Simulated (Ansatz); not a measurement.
This geometry of BClH2 + BrH (6 atoms, charge 0, multiplicity 1) is a first-order saddle point.

Level of theory: Ansatz 0.2.0, RKS PBE0-D4/def2-SVP.

```xyz
6
Properties=species:S:1:pos:R:3
B 0.012 -0.233 0.097
Cl 0.003 0.282 1.998
H 1.060 0.072 -0.401
H -1.058 0.003 -0.392
Br 0.083 -2.347 0.524
H 0.055 -1.290 1.822
```

**Question.** Which two structures does it join? (They come from a converged band through this point; their orientation in space is the band's.)

**Answer.** Bonds broken: B1–Cl2, Br5–H6. Bonds formed: B1–Br5, Cl2–H6. BClH2 + BrH becomes BBrH2 + ClH.

First end point:

```xyz
6
Properties=species:S:1:pos:R:3
B -0.016 0.263 0.079
Cl -0.058 0.884 1.722
H 1.058 0.152 -0.450
H -1.063 0.100 -0.486
Br 0.061 -2.676 0.717
H 0.174 -2.237 2.066
```

Last end point:

```xyz
6
Properties=species:S:1:pos:R:3
B 0.009 -0.462 -0.305
Cl 0.025 0.216 2.370
H 1.054 0.108 -0.467
H -1.072 0.045 -0.436
Br 0.069 -2.374 -0.142
H 0.069 -1.046 2.628
```

**Question.** How far does it lie above each of them?

**Answer.** 45.2 kJ/mol above the first and 34.5 kJ/mol above the second. This is the barrier of this one path; another mechanism may lie lower. The orbitals stay closed-shell, which can raise the energy where a bond breaks towards radicals; this wasn't checked here.

Run time: 3.7 min on 1 thread of Arm Neoverse V1, on a shared host, peak memory 0.16 GiB.
